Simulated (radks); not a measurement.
The mercury ion Hg2+, 78 electrons, occupied as [Xe] 4f14 5d9 6s0.5 6p0.5 (fractional occupations, a model configuration).

Calculated with a radial shooting solver on a logarithmic mesh with Libxc functionals: Dirac Kohn-Sham, PBE, spin-unpolarised, spherical densities, point nucleus; open shells fill j = l - 1/2 first.

Energy parts (eV):
| part | energy |
|---|---|
| total | -534995.65 |
| kinetic | 617515.24 |
| electron-nucleus | -1348264.24 |
| Hartree | 205901.97 |
| exchange-correlation | -10148.62 |

Orbitals (lengths in bohr, moments of r in powers of bohr; <r^-3> diverges for s and p1/2; r(90%) holds 90 % of the orbital's charge):
orbital	occ.	eigenvalue (eV)	<r^-3>	r(90%)	<r^2>
1s1/2	2	-83071.96	-	0.0303	0.0003806
2s1/2	2	-14730.00	-	0.109	0.005737
2p1/2	2	-14130.85	-	0.0950	0.004054
2p3/2	4	-12182.77	21440	0.107	0.005240
3s1/2	2	-3513.123	-	0.265	0.03723
3p1/2	2	-3243.890	-	0.257	0.03392
3p3/2	4	-2812.372	5010	0.279	0.04031
3d3/2	4	-2367.837	876.3	0.252	0.03086
3d5/2	6	-2275.402	723.1	0.259	0.03260
4s1/2	2	-790.8868	-	0.573	0.1799
4p1/2	2	-675.5468	-	0.583	0.1832
4p3/2	4	-571.3525	1214	0.631	0.2154
4d3/2	4	-383.1758	191.1	0.660	0.2263
4d5/2	6	-363.7547	154.1	0.676	0.2377
4f5/2	6	-121.6265	32.70	0.766	0.2770
4f7/2	8	-117.4326	31.04	0.777	0.2849
5s1/2	2	-141.4078	-	1.29	0.9103
5p1/2	2	-103.3104	-	1.40	1.060
5p3/2	4	-84.9002	210.8	1.54	1.277
5d3/2	4	-33.3159	20.50	2.10	2.214
5d5/2	5	-31.2943	16.03	2.18	2.376
6s1/2	0.5	-25.1125	-	3.35	6.039
6p1/2	0.5	-17.4579	-	4.04	8.634
6p3/2	0	-15.6036	21.26	4.41	10.35

The highest occupied level is 6p1/2 at -17.458 eV. The density falls to 0.001 e/bohr^3 at r = 3.78 bohr.
